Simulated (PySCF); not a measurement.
Basis-set dependence of population analyses: `OB1OCCO1`

C₂H₅BO₃.
Structure used (PBE0-D3(BJ)/def2-SVP), in Å, numbered top down from 1:
```
atom  x, y, z in Å
O1     2.4349   -0.1089   -0.4913
B2     1.1365   -0.0720   -0.1223
O3     0.6487    0.7134    0.8935
C4    -0.7438    0.4883    0.9863
C5    -1.0564   -0.5657   -0.1038
O6     0.1779   -0.8282   -0.7360
H7     2.9723    0.4762    0.0505
H8    -1.2846    1.4345    0.8194
H9    -0.9963    0.1331    1.9987
H10   -1.7820   -0.1942   -0.8460
H11   -1.4622   -1.4983    0.3219
```

PBE0 throughout (PySCF), one geometry, spherical d and f functions. Isolated species at its PBE0-D3(BJ)/def2-SVP geometry (one conformer only). Atoms taken as equivalent share a column and are averaged.

Mulliken charges (e):

```json
{"basis": "STO-3G", "functions": "35", "O1": "-0.330", "B2": "+0.406", "O3/O6": "-0.269", "C4/C5": "-0.057", "H7": "+0.234", "H8/H9/H10/H11": "+0.085"}
{"basis": "6-31G", "functions": "64", "O1": "-0.613", "B2": "+0.770", "O3/O6": "-0.547", "C4/C5": "-0.112", "H7": "+0.400", "H8/H9/H10/H11": "+0.190"}
{"basis": "pcSseg-0", "functions": "64", "O1": "-0.661", "B2": "+0.982", "O3/O6": "-0.693", "C4/C5": "-0.169", "H7": "+0.397", "H8/H9/H10/H11": "+0.251"}
{"basis": "6-31G*", "functions": "94", "O1": "-0.602", "B2": "+0.624", "O3/O6": "-0.462", "C4/C5": "-0.118", "H7": "+0.432", "H8/H9/H10/H11": "+0.177"}
{"basis": "cc-pVDZ", "functions": "109", "O1": "-0.110", "B2": "+0.051", "O3/O6": "-0.227", "C4/C5": "+0.088", "H7": "+0.155", "H8/H9/H10/H11": "+0.045"}
{"basis": "def2-SVP", "functions": "109", "O1": "-0.152", "B2": "+0.092", "O3/O6": "-0.287", "C4/C5": "+0.129", "H7": "+0.193", "H8/H9/H10/H11": "+0.046"}
{"basis": "pcSseg-1", "functions": "127", "O1": "-0.404", "B2": "+0.614", "O3/O6": "-0.497", "C4/C5": "+0.020", "H7": "+0.249", "H8/H9/H10/H11": "+0.124"}
{"basis": "aug-cc-pVDZ", "functions": "183", "O1": "-0.540", "B2": "+0.590", "O3/O6": "-0.502", "C4/C5": "+0.921", "H7": "+0.165", "H8/H9/H10/H11": "-0.263"}
{"basis": "6-311+G(2d,p)", "functions": "192", "O1": "-0.752", "B2": "+1.652", "O3/O6": "-0.737", "C4/C5": "-0.140", "H7": "+0.320", "H8/H9/H10/H11": "+0.134"}
{"basis": "def2-TZVP", "functions": "216", "O1": "-0.422", "B2": "+0.361", "O3/O6": "-0.297", "C4/C5": "-0.047", "H7": "+0.334", "H8/H9/H10/H11": "+0.104"}
{"basis": "cc-pVTZ", "functions": "250", "O1": "-0.243", "B2": "+0.168", "O3/O6": "-0.236", "C4/C5": "+0.020", "H7": "+0.217", "H8/H9/H10/H11": "+0.073"}
{"basis": "IGLO-III", "functions": "260", "O1": "-0.539", "B2": "+0.825", "O3/O6": "-0.465", "C4/C5": "-0.053", "H7": "+0.300", "H8/H9/H10/H11": "+0.112"}
```

IAO charges (e):

```json
{"basis": "STO-3G", "functions": "35", "O1": "-0.381", "B2": "+0.404", "O3/O6": "-0.277", "C4/C5": "-0.140", "H7": "+0.276", "H8/H9/H10/H11": "+0.134"}
{"basis": "6-31G", "functions": "64", "O1": "-0.526", "B2": "+0.569", "O3/O6": "-0.413", "C4/C5": "-0.105", "H7": "+0.372", "H8/H9/H10/H11": "+0.156"}
{"basis": "pcSseg-0", "functions": "64", "O1": "-0.502", "B2": "+0.541", "O3/O6": "-0.405", "C4/C5": "-0.101", "H7": "+0.361", "H8/H9/H10/H11": "+0.153"}
{"basis": "6-31G*", "functions": "94", "O1": "-0.547", "B2": "+0.626", "O3/O6": "-0.435", "C4/C5": "-0.067", "H7": "+0.369", "H8/H9/H10/H11": "+0.139"}
{"basis": "cc-pVDZ", "functions": "109", "O1": "-0.541", "B2": "+0.604", "O3/O6": "-0.429", "C4/C5": "-0.066", "H7": "+0.373", "H8/H9/H10/H11": "+0.138"}
{"basis": "def2-SVP", "functions": "109", "O1": "-0.535", "B2": "+0.598", "O3/O6": "-0.427", "C4/C5": "-0.062", "H7": "+0.370", "H8/H9/H10/H11": "+0.137"}
{"basis": "pcSseg-1", "functions": "127", "O1": "-0.545", "B2": "+0.611", "O3/O6": "-0.436", "C4/C5": "-0.067", "H7": "+0.374", "H8/H9/H10/H11": "+0.141"}
{"basis": "aug-cc-pVDZ", "functions": "183", "O1": "-0.561", "B2": "+0.621", "O3/O6": "-0.441", "C4/C5": "-0.070", "H7": "+0.385", "H8/H9/H10/H11": "+0.144"}
{"basis": "6-311+G(2d,p)", "functions": "192", "O1": "-0.564", "B2": "+0.628", "O3/O6": "-0.445", "C4/C5": "-0.071", "H7": "+0.385", "H8/H9/H10/H11": "+0.145"}
{"basis": "def2-TZVP", "functions": "216", "O1": "-0.564", "B2": "+0.635", "O3/O6": "-0.446", "C4/C5": "-0.068", "H7": "+0.383", "H8/H9/H10/H11": "+0.143"}
{"basis": "cc-pVTZ", "functions": "250", "O1": "-0.563", "B2": "+0.632", "O3/O6": "-0.444", "C4/C5": "-0.070", "H7": "+0.384", "H8/H9/H10/H11": "+0.143"}
{"basis": "IGLO-III", "functions": "260", "O1": "-0.566", "B2": "+0.634", "O3/O6": "-0.446", "C4/C5": "-0.070", "H7": "+0.386", "H8/H9/H10/H11": "+0.145"}
```

Hirshfeld charges (e):

```tsv
basis	functions	O1	B2	O3/O6	C4/C5	H7	H8/H9/H10/H11
STO-3G	35	-0.182	+0.200	-0.175	+0.056	+0.152	+0.017
6-31G	64	-0.251	+0.254	-0.214	+0.023	+0.194	+0.046
pcSseg-0	64	-0.257	+0.256	-0.208	+0.021	+0.196	+0.045
6-31G*	94	-0.249	+0.255	-0.202	+0.022	+0.191	+0.041
cc-pVDZ	109	-0.246	+0.252	-0.188	+0.010	+0.187	+0.041
def2-SVP	109	-0.253	+0.262	-0.196	+0.012	+0.189	+0.043
pcSseg-1	127	-0.261	+0.280	-0.204	+0.010	+0.187	+0.046
aug-cc-pVDZ	183	-0.257	+0.281	-0.201	+0.001	+0.182	+0.048
6-311+G(2d,p)	192	-0.260	+0.286	-0.206	+0.006	+0.184	+0.047
def2-TZVP	216	-0.260	+0.283	-0.202	+0.004	+0.186	+0.047
cc-pVTZ	250	-0.259	+0.280	-0.199	+0.004	+0.185	+0.046
IGLO-III	260	-0.260	+0.287	-0.203	+0.001	+0.184	+0.048
```

Some averages cover members that differ in this geometry, most widely: O3/O6, Mulliken in aug-cc-pVDZ -0.520 to -0.484; O3/O6, Mulliken in def2-SVP -0.302 to -0.271; O3/O6, Mulliken in pcSseg-1 -0.512 to -0.481; O3/O6, IAO in 6-31G -0.428 to -0.397 e.

Question: Which scheme is steadiest as the basis changes?

Answer: Largest range over the bases for any column: Hirshfeld 0.09 e, IAO 0.23 e, Mulliken 1.60 e. Hirshfeld charges move least and Mulliken charges most, counted in e. Without the minimal STO-3G basis the ranges are Hirshfeld 0.04, IAO 0.09, Mulliken 1.60 e.

Question: How much do the charges still move between the two largest bases, cc-pVTZ and IGLO-III?

Answer: At most, over all atoms: Mulliken 0.658 e, IAO 0.004 e, Hirshfeld 0.007 e.

Question: What do the same runs give for the total energy, the frontier levels and the dipole moment?

Answer: 
```json
{"basis": "STO-3G", "energy (Eh)": "-325.1888", "HOMO (eV)": "-4.57", "LUMO (eV)": "6.10", "μ (D)": "1.78"}
{"basis": "6-31G", "energy (Eh)": "-329.3871", "HOMO (eV)": "-7.91", "LUMO (eV)": "1.81", "μ (D)": "3.10"}
{"basis": "pcSseg-0", "energy (Eh)": "-328.7317", "HOMO (eV)": "-8.01", "LUMO (eV)": "1.53", "μ (D)": "3.23"}
{"basis": "6-31G*", "energy (Eh)": "-329.5051", "HOMO (eV)": "-7.71", "LUMO (eV)": "2.16", "μ (D)": "2.37"}
{"basis": "cc-pVDZ", "energy (Eh)": "-329.5353", "HOMO (eV)": "-7.72", "LUMO (eV)": "1.73", "μ (D)": "2.21"}
{"basis": "def2-SVP", "energy (Eh)": "-329.2739", "HOMO (eV)": "-7.85", "LUMO (eV)": "1.48", "μ (D)": "2.38"}
{"basis": "pcSseg-1", "energy (Eh)": "-329.4849", "HOMO (eV)": "-7.98", "LUMO (eV)": "1.26", "μ (D)": "2.57"}
{"basis": "aug-cc-pVDZ", "energy (Eh)": "-329.5627", "HOMO (eV)": "-7.97", "LUMO (eV)": "-0.18", "μ (D)": "2.33"}
{"basis": "6-311+G(2d,p)", "energy (Eh)": "-329.6226", "HOMO (eV)": "-8.01", "LUMO (eV)": "0.01", "μ (D)": "2.41"}
{"basis": "def2-TZVP", "energy (Eh)": "-329.6513", "HOMO (eV)": "-7.97", "LUMO (eV)": "0.68", "μ (D)": "2.34"}
{"basis": "cc-pVTZ", "energy (Eh)": "-329.6400", "HOMO (eV)": "-7.92", "LUMO (eV)": "1.03", "μ (D)": "2.27"}
{"basis": "IGLO-III", "energy (Eh)": "-329.6591", "HOMO (eV)": "-7.99", "LUMO (eV)": "0.40", "μ (D)": "2.34"}
```

The dipole is fixed by the density alone, so its range of 1.45 D shows that the density itself changes with the basis, not only its division among atoms.
